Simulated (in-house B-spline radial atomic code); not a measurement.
Results of a calculation; reference values are marked as such.
## Correlation energy from the adiabatic connection: −Z/r, Z = 1.65

Two electrons in a singlet, external potential −Z/r, Z = 1.65 (atomic units). Full CI in B-splines (partial waves to l = 8, correlation up to 0.6 % small) with the density held fixed gives W(λ) = <V_ee>_λ − U, and E_c is the integral of W(λ) − W(0) from 0 to 1.

```json
{"λ": "0", "W(λ) − W(0) (hartree)": "0.00000"}
{"λ": "0.02", "W(λ) − W(0) (hartree)": "-0.00195"}
{"λ": "0.05", "W(λ) − W(0) (hartree)": "-0.00484"}
{"λ": "0.12", "W(λ) − W(0) (hartree)": "-0.01140"}
{"λ": "0.25", "W(λ) − W(0) (hartree)": "-0.02291"}
{"λ": "0.4", "W(λ) − W(0) (hartree)": "-0.03521"}
{"λ": "0.6", "W(λ) − W(0) (hartree)": "-0.05017"}
{"λ": "0.8", "W(λ) − W(0) (hartree)": "-0.06368"}
{"λ": "1", "W(λ) − W(0) (hartree)": "-0.07594"}
```

Problem. Integrate the table by the trapezoid rule.

Solution. The strips give -0.00002, -0.00010, -0.00057, -0.00223, -0.00436, -0.00854, -0.01139, -0.01396, which sum to -0.04116 hartree. The direct value, W(1) − W(0) + T_c with T_c = 0.03468, is -0.04125; the curve is convex, so chords lie above it and the trapezoids fall short in size by 0.22 %.

Problem. Now use only three numbers: W(0) = -0.80437, the initial slope W'(0) = -0.0983 (extrapolated from the first points) and the strong-coupling limit of the point-charge-plus-continuum model, W∞ = -1.1504. What do second-order theory and the interpolation W(λ) = W∞ + (W(0) − W∞)/√(1 + 2χλ) of Seidl, Perdew and Levy give?

Solution. Second order keeps the slope alone: E_c = W'(0)/2 = -0.04915, +19 % in size against -0.04125. Matching the slope fixes χ = W'(0)/(W∞ − W(0)) = -0.0983/(-0.34603) = 0.28408. Integrating, with s = √(1 + 2χ) = 1.252261, E_c = −(W(0) − W∞)(s − 1)/(s + 1) = −0.34603 × 0.252261/2.252261 = -0.03876 hartree, -6.1 % in size against the full result. At λ = 1 the formula gives W − W(0) = -0.06971 against -0.07594. Part of the miss can come from the model's W∞.
